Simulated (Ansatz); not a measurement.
Compare A (`C=C[Se]CO`) with its isomer B (`C/C(O)=C\[SeH]`).

Isolated molecules relaxed with PBE0-D4/def2-TZVP in Ansatz; ΔE leaves out vibrations. CCSD(T)/CBS is the MP2 limit (def2-TZVPP, def2-QZVPP) plus CCSD(T) − MP2 in def2-TZVPP, frozen cores. DFT in def2-TZVPP. B3LYP here is the variant with VWN-RPA as its local correlation; programs differ in this. For Se outer-core shells are correlated without core-valence functions, which leaves a few kJ/mol of doubt a bond. Scalar relativity is left out up to krypton. Each species was taken in one conformer, which may not be the lowest.

A:

```xyz
11

C     0.323   -0.504    2.185
C    -0.089   -0.631    0.931
Se    1.069   -0.765   -0.562
C    -0.081    0.237   -1.796
O    -0.004    1.619   -1.678
H     1.373   -0.401    2.438
H    -0.388   -0.514    3.003
H    -1.146   -0.731    0.695
H     0.258   -0.028   -2.797
H    -1.095   -0.149   -1.647
H    -0.218    1.865   -0.773
```

B:

Z-matrix (Å, degrees):
```
C
C 1 1.487
H 1 1.096 2 110.0
H 1 1.095 2 110.4 3 118.9
H 1 1.088 2 111.1 3 -120.4
O 2 1.360 1 115.4 3 -55.8
C 2 1.335 1 127.2 3 124.5
H 6 0.961 2 109.4 1 2.0
Se 7 1.894 2 123.8 1 5.4
H 7 1.083 2 118.8 1 179.5
H 9 1.474 7 96.7 2 -110.6
```

Task: Which isomer does CCSD(T)/CBS put lower? Give the gap. (An estimate is asked.)

Result: Ansatz gave: B, by 35.9 kJ/mol.

Task: Give E(B) − E(A) in kJ/mol with CCSD/def2-TZVPP, B3LYP-D4, B3LYP, MP2/def2-TZVPP, CCSD(T)/def2-TZVPP, ωB97M-V, r2SCAN-D4. (An estimate is asked.)

Result: Computed: CCSD/def2-TZVPP -37.8, B3LYP-D4 -36.7, B3LYP -36.0, MP2/def2-TZVPP -37.3, CCSD(T)/def2-TZVPP -36.7, ωB97M-V -42.6, r2SCAN-D4 -41.0. None reverses the order clearly.

Largest T1 diagnostic: 0.011.

From PBE to PBE0 (25 % exact exchange), in def2-TZVPP and without D4, E(B) − E(A) moves by −5.4 kJ/mol. In def2-TZVPP, CCSD(T) changes the Hartree–Fock value by +4.3 kJ/mol (the triples alone add +1.1 kJ/mol) and MP2 by +3.7 kJ/mol.
